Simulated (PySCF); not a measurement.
CF3CH2CO2H: 4 charge schemes on one density

Compound: CF3CH2CO2H, C3H3F3O2.
Structure used (GFN2-xTB), in Å, numbered top down from 1:
```
atom  x, y, z in Å
O1     1.4368   -0.7817    1.5346
C2     1.0380   -0.4472    0.4589
O3     1.7768    0.1625   -0.4605
C4    -0.3847   -0.6761   -0.0431
C5    -1.1205    0.6426   -0.2176
F6    -2.4038    0.4361   -0.5505
F7    -1.1289    1.3764    0.9016
F8    -0.5981    1.4099   -1.1788
H9     2.6760    0.3346   -0.1380
H10   -0.3566   -1.1728   -1.0144
H11   -0.9297   -1.2817    0.6819
```

Density: PBE0/pcSseg-1 (PySCF); schemes: Mulliken, IAO, Hirshfeld and ESP-fitted. Geometry: GFN2-xTB, one conformer, isolated molecule.

Question: Atoms with like bonding are taken together and averaged. Which atoms carry the highest charge in the Mulliken, IAO, Hirshfeld and ESP-fitted schemes?

Answer: The schemes don't all agree: Mulliken C5 (+0.759); IAO C5 (+0.816); Hirshfeld C5 (+0.263); ESP-fitted C2 (+0.751).

Question: For which atoms does the sign change between the 4 schemes (beyond +0.03 e in one, beyond −0.03 e in another)?

Answer: For none.

Question: At which atom do the 4 schemes differ most?

Answer: At C5: from +0.263 (Hirshfeld) to +0.816 e (IAO), 0.553 e apart.

Question: Give the atomic charges in each scheme.

Answer: In e; atoms taken as equivalent share a row and are averaged (×n: the atom named and its like, n in all):

```tsv
atom	environment	Mulliken	IAO	Hirshfeld	ESP-fitted
O1	acid carbonyl oxygen	-0.376	-0.442	-0.262	-0.528
C2	carboxylic acid carbon	+0.407	+0.538	+0.213	+0.751
O3	acid hydroxyl oxygen	-0.347	-0.470	-0.165	-0.577
C4	sp3 carbon next to a carbonyl	-0.265	-0.365	-0.096	-0.507
C5	CF3 carbon	+0.759	+0.816	+0.263	+0.624
F6/F7/F8	fluorine of a CF3 group	-0.262	-0.280	-0.094	-0.196
H9	acid proton	+0.252	+0.379	+0.197	+0.435
H10/H11	methylene hydrogen	+0.178	+0.191	+0.066	+0.195
```

Mean size of the charges over all atoms: ESP-fitted 0.400 e, IAO 0.385 e, Mulliken 0.323 e, Hirshfeld 0.146 e. Each set sums to the total charge, 0, to within 0.001 e. The IAO scheme projects the occupied orbitals on a minimal set of polarised atomic orbitals and counts the electrons in each atom's part of it. The ESP scheme fits charges at the nuclei, held to the total charge, to the electrostatic potential on points at 1.4 to 2.0 times the van der Waals radii.

Question: How many electrons does the ESP-fitted scheme count on F7?

Answer: Its own charge is -0.190 e, so Z − q = 9.190.

Question: Sum the charges by element.

Answer: 
```csv
element,atoms,Mulliken,IAO,Hirshfeld,ESP-fitted
O,2,-0.723,-0.912,-0.427,-1.104
C,3,+0.901,+0.989,+0.380,+0.868
F,3,-0.786,-0.839,-0.282,-0.588
H,3,+0.608,+0.762,+0.329,+0.825
```
